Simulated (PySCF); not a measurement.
C2H7ClSn, SMILES C[CH2][SnH2][Cl] (PBE0/def2-SVP optimised geometry):

```
11

Sn    -1.575     0.268     0.000
Cl    -2.188    -0.718     2.068
C      0.579     0.268     0.000
C      1.179    -1.106     0.266
H     -2.257    -0.743    -1.206
H     -2.279     1.830     0.000
H      0.899     0.673    -0.974
H      0.887     0.998     0.765
H      0.912    -1.830    -0.520
H      2.279    -1.058     0.306
H      0.829    -1.518     1.225
```

Calculation: PBE0/def2-TZVP, def2 effective core potentials past Kr (PySCF).

Question: What are the frontier orbital energies and the dipole moment?

Answer: HOMO-2 -8.94 eV, HOMO-1 -8.38 eV, HOMO -8.00 eV, LUMO -0.59 eV, LUMO+1 0.07 eV; dipole moment 3.13 D.

On the same geometry PBE/def2-TZVP, def2 effective core potentials past Kr run with PySCF gives HOMO-2 -7.57 eV, HOMO-1 -7.02 eV, HOMO -6.78 eV, LUMO -1.44 eV, LUMO+1 -0.77 eV; dipole moment 3.01 D.
